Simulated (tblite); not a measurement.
Compound: C6H14ClFSi.
Bonds: C1–C2, C2–C3, C2–Cl4, C2–C5, C5–C6, C5–C7, C5–Si8, Si8–F9. Hydrogens: H10, H11, H12 on C1; H13, H14, H15 on C3; H16, H17, H18 on C6; H19, H20, H21 on C7; H22, H23 on Si8.

Structure optimised with GFN2-xTB, isolated species.

**Question.** What internal coordinates does the optimisation give?

**Answer.** 
```csv
bond,length (Å),order
"C1–C2, C2–C3",1.524,single
C2–Cl4,1.814,single
C2–C5,1.542,single
"C5–C6, C5–C7",1.534,single
C5–Si8,1.924,single
Si8–F9,1.619,single
C1–H10 and 5 like bonds,1.087,single
C6–H16 and 5 like bonds,1.088,single
"Si8–H22, Si8–H23",1.452,single
```

Bonds in one row agree within 0.01 Å and their mean is given. Orders are formal, as drawn. A selection of angles:
```csv
angle,degrees
C1–C2–C3,109.3
C1–C2–Cl4,106.2
C1–C2–C5,113.3
C3–C2–Cl4,106.8
C3–C2–C5,115.0
Cl4–C2–C5,105.6
C2–C5–C6,110.7
C2–C5–Si8,109.8
C6–C5–C7,107.6
C6–C5–Si8,107.2
C7–C5–Si8,110.5
C5–Si8–F9,104.8
```

Torsions: C1–C2–C5–C6 167° (antiperiplanar); C2–C5–Si8–F9 157° (antiperiplanar). The mirror-image conformer, all signs reversed, is as good.

Si8 (fluorine-bound silicon) is distorted tetrahedral (angles from 103.3° to 115.4°). Of the pairs four or more bonds apart, Si8···H11 is among the closest relative to their van der Waals radii: 2.98 Å, 90 % of the sum of Bondi's values.

Point group: C1 (no symmetry element, even within 0.4 Å). Its GFN2-xTB frequencies are all real (lowest 68 cm⁻¹). The numbers are those of one conformer.

All values are computed, not measured.
